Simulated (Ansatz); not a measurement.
Consider the cleavage of the Si–Sn bond: `C[SiH](Cl)[SnH3]` + HBr → `C[SiH](Cl)Br` + `[SnH4]`.

Program: Ansatz. Geometries: PBE0-D4/def2-TZVP. ΔE: electronic, gas phase. CCSD(T)/CBS adds triple-zeta CCSD(T) − MP2 to the extrapolated MP2 energy (def2 sets, frozen cores). Functionals use def2-TZVPP. B3LYP here is the variant with VWN-RPA as its local correlation; programs differ in this. def2 core potentials past Kr. For Br, Sn outer-core shells are correlated without core-valence functions, which leaves a few kJ/mol of doubt a bond. Scalar relativity is left out up to krypton.

`C[SiH](Cl)[SnH3]`:

Cartesian coordinates in Å:
```
C -0.061 -1.204 -1.373
Si 0.517 0.394 -0.606
Cl 2.577 0.324 -0.393
Sn -0.497 0.815 1.713
H -1.143 -1.174 -1.527
H 0.423 -1.358 -2.340
H 0.173 -2.053 -0.728
H 0.228 1.534 -1.514
H -2.202 0.919 1.618
H -0.106 -0.468 2.770
H 0.091 2.270 2.381
```

HBr:

Z-matrix (Å, degrees):
```
Br
H 1 1.420
```

`C[SiH](Cl)Br`:

```xyz
8

C    -0.307    0.646    0.756
Si    0.252   -0.382   -0.675
Cl    2.157   -1.059   -0.341
Br   -1.100   -2.121   -0.922
H    -1.322    1.011    0.581
H    -0.301    0.056    1.675
H     0.360    1.502    0.884
H     0.261    0.349   -1.959
```

`[SnH4]`:

```xyz
5

Sn    0.000    0.000    0.000
H    -1.577   -0.111   -0.635
H     0.691    1.491   -0.451
H     0.950   -1.275   -0.613
H    -0.064   -0.106    1.699
```

CCSD(T)/CBS gives -74.6 kJ/mol.

Q: Another level gave -82.0 kJ/mol. Which?
A. PBE/def2-TZVPP
B. B3LYP-D4/def2-TZVPP
C. B97M-V/def2-TZVPP
D. ωB97M-V/def2-TZVPP

A: D. ωB97M-V -82.0, PBE -69.6, B3LYP-D4 -74.7, B97M-V -87.1 kJ/mol.

Largest T1 diagnostic among the species: 0.013.

From BLYP to BHLYP (50 % exact exchange), in def2-TZVPP and without D4, ΔE moves by −11.2 kJ/mol. In def2-TZVPP, CCSD(T) changes the Hartree–Fock value by +15.8 kJ/mol (the triples alone add +1.2 kJ/mol) and MP2 by +11.1 kJ/mol. Leaving LDA and LC-ωPBE aside and taking each functional with its dispersion term where it has one, the values, not all of them listed here, spread over 18.9 kJ/mol, from B97M-V to PBE-D4.
